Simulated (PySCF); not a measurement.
## Pb: electron affinity

Pb⁻ [Xe] 4f14 5d10 6s2 6p3 (4S) → Pb [Xe] 4f14 5d10 6s2 6p2 (3P), as a difference of total energies. Computed with PySCF 2.14 in aug-cc-pwCVDZ-PP with ECP60MDF (6s5p4d1f, 48 functions), with scalar relativity through the core potential. Correlated levels: valence: 5s2 5p6 5d10 frozen. The calculations carry no spin-orbit coupling.

```json
{"method": "UHF", "electron affinity (eV)": "0.878", "difference from reference (eV)": "+0.521"}
{"method": "MP2 (valence)", "electron affinity (eV)": "1.169", "difference from reference (eV)": "+0.812"}
{"method": "SCS-MP2 (valence)", "electron affinity (eV)": "1.047", "difference from reference (eV)": "+0.690"}
{"method": "CCSD (valence)", "electron affinity (eV)": "1.178", "difference from reference (eV)": "+0.821"}
{"method": "CCSD(T) (valence)", "electron affinity (eV)": "1.195", "difference from reference (eV)": "+0.838"}
{"method": "CCSDT (valence)", "electron affinity (eV)": "1.200", "difference from reference (eV)": "+0.843"}
```

Reference: 0.357 eV (measured; photodetachment measurements, as compiled on the Wikipedia data page of electron affinities).

Spin-orbit coupling is strong in these open shells (close to jj coupling). The scalar numbers leave it out and a first-order estimate fails, so it can dominate the gap to the real levels.

Errors of the correlated levels include the incompleteness of this basis and the frozen core.
